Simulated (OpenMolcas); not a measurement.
## Fe3+: ligand-field states by method

Fe3+ with its 6 nearest fluoride ions at 2.024 Å, on the Cd site of idealised cubic KCdF3 (a = 4.302 Å, distance in the model lattice 2.151 Å). The rest of the host is ab initio model potentials to 7.6 Å, with orthogonalisation functions on the cations behind the ligands, and point charges beyond; the distance is set by hand and nothing relaxes, and no local charge compensation is placed. Ligand basis ANO-RCC-VDZP.
```
Fe    0.0000    0.0000    0.0000
F     2.0240    0.0000    0.0000
F     0.0000    2.0240    0.0000
F    -2.0240    0.0000    0.0000
F     0.0000   -2.0240    0.0000
F     0.0000    0.0000    2.0240
F     0.0000    0.0000   -2.0240
```

```yaml
Program: OpenMolcas 26.06
Basis: ANO-RCC-VTZP [6s5p3d2f1g]
Scalar_Hamiltonian: DKH2, point nucleus
Active_space: 5 electrons in 5 orbitals (3d)
State_averaging: 2S+1 = 6 even, 1 root; 2S+1 = 4 even, 24 roots; 2S+1 = 2 even, 75 roots
Spin-orbit_coupling: state interaction with AMFI integrals over the reference wave functions
```

I. CASSCF
II. SS-CASPT2, IPEA 0.25 Eh, imaginary shift 0.1 Eh (closed shells correlated: 3s 3p and the ligand valence shells)

Spin-free states (labels of O, the rotations of Oh) in cm-1, each column counted from its own energy of the first state listed:

```
State  Degeneracy      I     II
  6A1           1      0      0
  4T1           3  28906  20460
  4T2           3  33490  24250
  4A1           1  34855  27590
   4E           2  35091  27520
  2T2           3  39451  24630
  4T2           3  41611  30750
   4E           2  43378  33260
  2A2           1  44761  31240
  2T1           3  44771  32180
  4T1           3  46014  41130
  2T2           3  46429  33580
   2E           2  48051  35350
  2A1           1  49488  38830
  2T2           3  52622  40000
   2E           2  53461  39180
  2T1           3  54743  39310
  4A2           1  57797  44670
  2T2           3  58009  43760
  4T1           3  59602  48530
```

From I to II, I's first state of another spin (4T1) moves from 28906 to 20460 cm-1, by about -8400 cm-1.

I: A least-squares ligand-field fit to the states below 45000 cm-1, each weighted by its degeneracy and with a free common offset, gives 10Dq = 8870 cm-1, B = 1230 cm-1 and C = 4500 cm-1 (C/B = 3.66), with an rms deviation of 119 cm-1. The same method and metal basis give the free ion B = 1296 cm-1 (fit to its terms below 60000 cm-1, rms deviation 21 cm-1), so the nephelauxetic ratio is β = 1230 / 1296 = 0.95; it hangs on how both fits weigh the states, and computed free-ion B values tend to be too large, so β mixes covalency with correlation.

χT at 300 K: I 4.39, II 4.38 cm3 K/mol.

Roots that are degenerate in the reference are averaged as groups; the widest CASPT2 spread within a group is 240 cm-1 (the 3-fold group of multiplicity 2 near 69100 cm-1 above the lowest state of its run, II). Shifts and gaps below about the spread of the groups concerned are not significant. Over all roots computed the reference weight is 0.70 to 0.73 in II; a low but even weight reflects the number of correlated electrons. Ligand-to-metal charge-transfer states are missing. With no ligand orbital active B as a rule stays too high, so bands that hang on it stand too high and its fall with covalency is understated. Without dynamic correlation the repulsion within the d shell is too large (B by tens of per cent), so at a given field states of lower spin stand too high (holds for I). With metal d orbitals alone and no dynamic correlation 10Dq can be off by a tenth to a fifth, either way, in oxide and fluoride hosts (holds for I). These CASPT2 states fit no ligand-field parameters well, so their order and spin gaps are uncertain (holds for II). With one d shell and no ligand orbital active, 10Dq can be off by a tenth or more (holds for II). Free-ion shares, where given, are those of the reference states; single-state CASPT2 does not remix them (holds for II). No measured value stands beside these numbers; the geometry was set by hand and not optimised.
